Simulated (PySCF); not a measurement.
# Do core-level shifts follow atomic charges?

Compound: C3H5F3O.
Cartesian coordinates in Å at the PBE0-D3(BJ)/def2-SVP level; atoms count from 1:
```
atom  x, y, z in Å
C1     1.7883    0.1384   -0.1853
C2     0.3125    0.0662   -0.4727
O3    -0.3725   -0.0475    0.7758
C4    -1.6986   -0.1643    0.7242
F5    -2.2809    0.8755    0.1138
F6    -2.0915   -1.2610    0.0619
F7    -2.1627   -0.2337    1.9574
H8     2.1288   -0.7687    0.3344
H9     2.3495    0.2322   -1.1261
H10    2.0203    1.0075    0.4470
H11   -0.0413    0.9710   -0.9939
H12    0.0671   -0.8078   -1.0980
```

Binding energies: delta-SCF UKS SCAN, pcX-2 on the ionised atom, pcseg-1 elsewhere, spin-free X2C (PySCF). Charges: PBE0/pcSseg-1 ground-state density, for the ionised atom.

```csv
atom,environment,C 1s (eV),Mulliken (e),IAO (e),Hirshfeld (e),ESP (e)
C1,methyl carbon,291.39,-0.296,-0.414,-0.113,-0.429
C2,sp3 carbon bound to oxygen,293.11,-0.025,-0.053,+0.009,+0.371
C4,CF3 carbon,299.73,+0.942,+0.951,+0.310,+0.604
```

Q: Give the correlation coefficient and slope of binding energy on charge for each scheme.

A: Mulliken: r = 1.00, slope 6.8 eV per e; IAO: r = 1.00, slope 6.2 eV per e; Hirshfeld: r = 1.00, slope 20.2 eV per e; ESP: r = 0.81, slope 6.6 eV per e. On 3 points no scheme stands out.

Q: The point-charge model writes a binding energy as kq + V + constant, with V the potential of the other atoms' charges at the site. What does it give with the ESP charges?

A: V = Σ 14.40 eV Å × q/r over all other atoms: +6.68 eV at C1, -4.27 eV at C2, -8.07 eV at C4. Fitting binding energy − V to q gives k = 20.7 eV per e and leaves an rms residual of 2.35 eV, against 2.13 eV for the fit on q alone. The model has no term for differences in relaxation between sites.

The structure is a single PBE0-D3(BJ)/def2-SVP conformer in the gas phase; no vibrational or solvent corrections.
